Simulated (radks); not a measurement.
The numbers below are computed, except where a source is named.
The germanium ion Ge3+, 29 electrons, occupied as [Ar] 3d9 4s2 (not the ground configuration). Level of theory: Dirac Kohn-Sham, BLYP, spin-unpolarised, spherical densities, finite nucleus; open shells are shared between the two j in proportion to 2j + 1; Fermi nuclear charge, rms radius 4.0742 fm (a radial shooting solver on a logarithmic mesh with Libxc functionals).

Unscreened Slater integrals over Kohn-Sham orbitals (eV). Large and small components are both included.

integral          value
F0(4s1/2,4s1/2)  13.710
F0(4s1/2,3d5/2)  17.311
G2(4s1/2,3d5/2)  1.7326
F0(4s1/2,3d3/2)  17.324
G2(4s1/2,3d3/2)  1.7132
F0(4s1/2,3p3/2)  17.473
G1(4s1/2,3p3/2)  1.2354
F0(3d5/2,3d5/2)  35.898
F2(3d5/2,3d5/2)  16.942
F4(3d5/2,3d5/2)  10.607
F0(3d5/2,3d3/2)  36.007
F2(3d5/2,3d3/2)  16.989
G2(3d5/2,3d3/2)  16.963
G4(3d5/2,3d3/2)  10.620
F0(3d5/2,3p3/2)  36.889
F2(3d5/2,3p3/2)  17.603
G1(3d5/2,3p3/2)  21.471
G3(3d5/2,3p3/2)  13.201
F0(3d3/2,3d3/2)  36.116
F2(3d3/2,3d3/2)  17.038
F0(3d3/2,3p3/2)  37.000
F2(3d3/2,3p3/2)  17.645
G1(3d3/2,3p3/2)  21.494
G3(3d3/2,3p3/2)  13.218
F0(3p3/2,3p3/2)  38.257
F2(3p3/2,3p3/2)  19.140
